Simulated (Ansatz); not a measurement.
Two isomers of C2H8OSi2: A = `O[Si]1([SiH3])CC1`, B = `C=C[SiH2]O[SiH3]`.

Isolated molecules relaxed with PBE0-D4/def2-TZVP in Ansatz; ΔE leaves out vibrations. CCSD(T)/CBS adds triple-zeta CCSD(T) − MP2 to the extrapolated MP2 energy (def2 sets, frozen cores). Functionals use def2-TZVPP. One conformer a species, not always the lowest.

Q: Which isomer does CCSD(T)/CBS put lower? Give the gap. (An estimate is asked.)

A: The calculation gave: B, by 143.1 kJ/mol.

Q: Give E(B) − E(A) in kJ/mol with MP2/def2-TZVPP, ωB97M-V, CCSD(T)/def2-TZVPP, B2PLYP, PBE0-D4, PBE-D4, CCSD/def2-TZVPP. (An estimate is asked.)

A: Ansatz gave: MP2/def2-TZVPP -138.4, ωB97M-V -135.8, CCSD(T)/def2-TZVPP -142.9, B2PLYP -148.2, PBE0-D4 -105.7, PBE-D4 -97.5, CCSD/def2-TZVPP -148.8. None reverses the order clearly.

Largest T1 diagnostic: 0.012.

From PBE to PBE0 (25 % exact exchange), in def2-TZVPP and without D4, E(B) − E(A) moves by −8.2 kJ/mol. In def2-TZVPP, CCSD(T) changes the Hartree–Fock value by +56.3 kJ/mol (the triples alone add +5.8 kJ/mol) and MP2 by +60.8 kJ/mol.
